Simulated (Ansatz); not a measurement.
Reaction (ligand exchange at the Al–C bond): `N=[CH][AlH2]` + `O[SiH](O)O` → `O[SiH](O)[O][AlH2]` + `C=N`

Calculated with Ansatz (gas phase, PBE0-D4/def2-TZVP geometries, no zero-point term in ΔE). CCSD(T)/CBS adds triple-zeta CCSD(T) − MP2 to the extrapolated MP2 energy (def2 sets, frozen cores). This one scheme is used for every species. One conformer a species, not always the lowest.

| species | CCSD(T)/CBS(def2) energy (Eh) |
| --- | --- |
| `N=[CH][AlH2]` | -337.11808 |
| `O[SiH](O)O` | -517.17167 |
| `O[SiH](O)[O][AlH2]` | -759.83312 |
| `C=N` | -94.52360 |

Work out ΔE.

ΔE = (-759.83312) + (-94.52360) − (-337.11808) − (-517.17167) = -0.06697 Eh = -42.0 kcal/mol.

Largest T1 diagnostic among the species: 0.012.

From PBE to PBE0 (25 % exact exchange), in def2-TZVPP and without D4, ΔE moves by −1.3 kcal/mol. In def2-TZVPP, CCSD(T) changes the Hartree–Fock value by +3.1 kcal/mol (the triples alone add +0.6 kcal/mol) and MP2 by +2.3 kcal/mol.
